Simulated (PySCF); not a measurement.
# MTc for M along the chalcogens

MP2 with triple-zeta basis sets in PySCF, for the lowest determinant that a PBE0 search found; no spin–orbit coupling. De refers to high-spin ground-configuration atoms.

```tsv
M	basis	reference, frozen orbitals	state (unpaired electrons)	Re (Å)	ωe (cm⁻¹)	De (eV)
O	def2-TZVPP	ROHF, 1	sextet (σ ↑, π ↑↑, δ ↑↑)	1.713	975	n/a
S	def2-TZVPP	ROHF, 5	sextet (σ ↑, π ↑↑, δ ↑↑)	2.063	571	n/a
Se	x2c-TZVPPall	ROHF, 23	sextet (σ ↑, π ↑↑, δ ↑↑)	2.184	392	n/a
```

The shortest bond is that of TcO (1.713 Å), the longest that of TcSe (2.184 Å).

The rows differ in basis set, which adds steps of its own.

Down a group the atoms grow and get heavier, so bonds lengthen and wavenumbers fall; this series shows no clear exception.

Correlated steps freeze the inner cores (1 to 23 orbitals); shallow outer-core shells are correlated. These are scalar-relativistic numbers at best; spin–orbit coupling would shift them, the dissociation energy most. The state is the lowest single determinant that the PBE0 search found; with open d or f shells the true ground state can be another one.
